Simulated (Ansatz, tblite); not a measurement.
Removing an electron: GaH2(CH2SiH3) (CH7GaSi). Charge 0, multiplicity 1. Geometry: PBE0-D4/def2-SVP. Ansatz, gas phase; energy differences of separate SCF runs; the oxidised species was run as a doublet alone.

```csv
atom,x (Å),y (Å),z (Å)
Ga1,0.562,0.420,-1.664
H2,1.377,1.754,-1.823
H3,-0.304,-0.137,-2.852
C4,0.594,-0.545,0.052
Si5,-0.769,0.003,1.222
H6,0.473,-1.626,-0.130
H7,1.562,-0.376,0.553
H8,-0.649,1.466,1.518
H9,-2.113,-0.223,0.600
H10,-0.733,-0.736,2.524
```

The xTB rows come from tblite. HOMO above LUMO, or a gap near zero within one spin, warns that the state may not be the lowest or that an electron is smeared out.

```json
{"level": "GFN1-xTB", "−HOMO (eV)": "11.42", "vertical IE (eV)": "14.13", "−LUMO (eV)": "5.70", "HOMO–LUMO gap (eV)": "5.72", "remarks": "–"}
{"level": "GFN2-xTB", "−HOMO (eV)": "10.72", "vertical IE (eV)": "13.52", "−LUMO (eV)": "5.88", "HOMO–LUMO gap (eV)": "4.84", "remarks": "–"}
{"level": "PBE-D4/def2-TZVP", "−HOMO (eV)": "6.84", "vertical IE (eV)": "9.74", "−LUMO (eV)": "2.38", "HOMO–LUMO gap (eV)": "4.46", "remarks": "gap within one spin near zero (+1 doublet)"}
{"level": "r2SCAN-D4/def2-TZVP", "−HOMO (eV)": "7.10", "vertical IE (eV)": "9.82", "−LUMO (eV)": "2.10", "HOMO–LUMO gap (eV)": "5.00", "remarks": "–"}
{"level": "PBE0-D4/def2-TZVP", "−HOMO (eV)": "8.02", "vertical IE (eV)": "9.98", "−LUMO (eV)": "1.58", "HOMO–LUMO gap (eV)": "6.44", "remarks": "–"}
```

  Raw xTB energy differences between charge states are shifted by several eV; the methods need an empirical correction for them.
